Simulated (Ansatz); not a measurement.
System: BNH₆, charge 0, triplet. This triplet is an excited state, 5.6 eV above the singlet at CCSD(T)/cc-pVQZ (Ansatz, a quantum-chemistry and plane-wave program). BNH6 (parent SMILES [BH3-][NH3+], triplet).
B3LYP-D3(BJ)/def2-TZVP minimum from Ansatz:
```
B
H 1 1.1763
N 1 1.5349 2 123.86
H 3 1.0587 1 110.73 2 -59.02
H 3 1.0587 4 106.61 1 -120.53
H 3 1.0636 4 107.92 5 -115.71
H 1 1.2720 2 116.20 3 -149.92
H 7 1.1440 1 63.28 2 -104.34
```
Charge 0, spin multiplicity 3.

Total energies in cc-pVDZ, 14 correlated electrons, 2 frozen orbitals. Radicals and triplets start from unrestricted determinants; spin-orbit coupling is neglected. Cores are frozen in correlated methods. No relativity. The spin of H6BN (parent SMILES [BH3-][NH3+], triplet) was assumed, and the state is the lowest solution found for it.

```csv
method,program,energy (Eh),minus CCSDT(Q) (mEh)
HF,Ansatz,-82.39273,344.29
MP2,Ansatz,-82.69367,43.35
CCSD,Ansatz,-82.72622,10.80
CCSD(T),Ansatz,-82.73559,1.43
CCSDT(Q),Ansatz,-82.73702,0.00
```

Rough core times of Ansatz's runs on a shared machine: CCSD(T) under 20 s, CCSDT(Q) 4 min.
